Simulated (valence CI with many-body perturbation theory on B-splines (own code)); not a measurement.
Values are calculated unless marked as measured or tabulated.
## From CI to CI+MBPT in Hg⁹⁺

Method: valence CI with perturbative core correlation (CI+MBPT): three valence electrons over a frozen Dirac-Fock core [Xe] 4f14, a basis of 9 s, 9 p, 10 d, 8 f, 5 g, 3 h, 1 i functions for each j, with the one-electron correlation potential Σ1 (screened to all orders), the two-electron term Σ2, the three-electron term Σ3, Breit, model QED; selected single and double excitations, second order for the rest, scaled by the run's own slope (own B-spline code, finite nucleus).

No measured levels were compared; by estimate terms of the open shell hold to 2 to 4 % of their energy, and close levels can change places. Core correlation moves these levels by up to 14000 cm⁻¹, and in measured spectra 5 to 20 % of such shifts remained as error; rates that hang on mixing are uncertain with them. The list stops below the first excitations out of the core.

Each rung adds one term. CI alone is the Dirac-Coulomb CI over the frozen core; QED comes last and gives the full result, which names the levels. Energies are above (5d3/2^3) J=3/2 on the same rung, in cm⁻¹.

Levels are named by their leading jj configuration (3d3/2^4 stands for four electrons in 3d with j = 3/2), which in mixed levels can hold well under half, so a name can repeat and another be missing. Letters in brackets count levels of one name in rising energy.

| Level | CI alone | Σ1 | Σ2 | Σ3 | Breit | QED | Full |
| --- | --- | --- | --- | --- | --- | --- | --- |
| (5d3/2^2 5d5/2) J=5/2 [a] | 14140 | +787 | +175 | +44 | -366 | +56 | 14836 |
| (5d3/2^2 5d5/2) J=7/2 | 22908 | +1013 | +13 | +13 | -466 | +68 | 23549 |
| (5d3/2^2 5d5/2) J=3/2 | 23688 | +680 | +61 | +134 | -289 | +46 | 24320 |
| (5d3/2^2 5d5/2) J=9/2 | 26878 | +944 | -475 | -12 | -429 | +61 | 26967 |
| (5d3/2^2 5d5/2) J=1/2 | 28009 | +791 | -101 | +131 | -341 | +54 | 28543 |
| (5d3/2 5d5/2^2) J=7/2 [a] | 41276 | +1524 | +54 | -88 | -688 | +106 | 42184 |
| (5d3/2^2 5d5/2) J=5/2 [b] | 42770 | +1294 | +110 | -35 | -566 | +88 | 43661 |
| (5d3/2 5d5/2^2) J=9/2 | 43820 | +1671 | -325 | +56 | -774 | +116 | 44563 |
| (5d3/2 5d5/2^2) J=3/2 [a] | 48819 | +1655 | +834 | -115 | -720 | +115 | 50588 |
| (5d3/2 5d5/2^2) J=1/2 | 50858 | +1710 | +753 | +227 | -738 | +119 | 52928 |
| (5d3/2 5d5/2^2) J=11/2 | 55854 | +1775 | -1164 | +17 | -801 | +118 | 55800 |
| (5d3/2 5d5/2^2) J=5/2 [a] | 59290 | +1797 | +187 | -328 | -739 | +116 | 60324 |
| (5d3/2 5d5/2^2) J=5/2 [b] | 63516 | +1493 | -695 | -78 | -647 | +104 | 63693 |
| (5d3/2 5d5/2^2) J=7/2 [b] | 66666 | +1726 | -954 | -67 | -743 | +115 | 66743 |
| (5d5/2^3) J=9/2 | 67732 | +2538 | +248 | -80 | -1146 | +176 | 69469 |
| (5d5/2^3) J=3/2 | 70869 | +2382 | +1913 | +98 | -1035 | +166 | 74394 |
| (5d3/2 5d5/2^2) J=3/2 [b] | 93652 | +2107 | +207 | -332 | -850 | +138 | 94922 |
| (5d5/2^3) J=5/2 | 97113 | +2452 | +1455 | -274 | -1033 | +166 | 99880 |
| (5d3/2^2 6s) J=3/2 | 256483 | +2732 | +6201 | +346 | +91 | +772 | 266625 |

The middle columns are the shifts that each term adds.

Question: How does the ionisation energy move along the ladder, and which term matters most?

Answer: CI alone 151.35, + Σ1 153.14, + Σ2 154.06, + Σ3 154.06, + Breit 154.01, + QED 154.03 eV. The largest step is Σ1, 1.79 eV. NIST lists 153 ± 2.2 eV (theoretical).
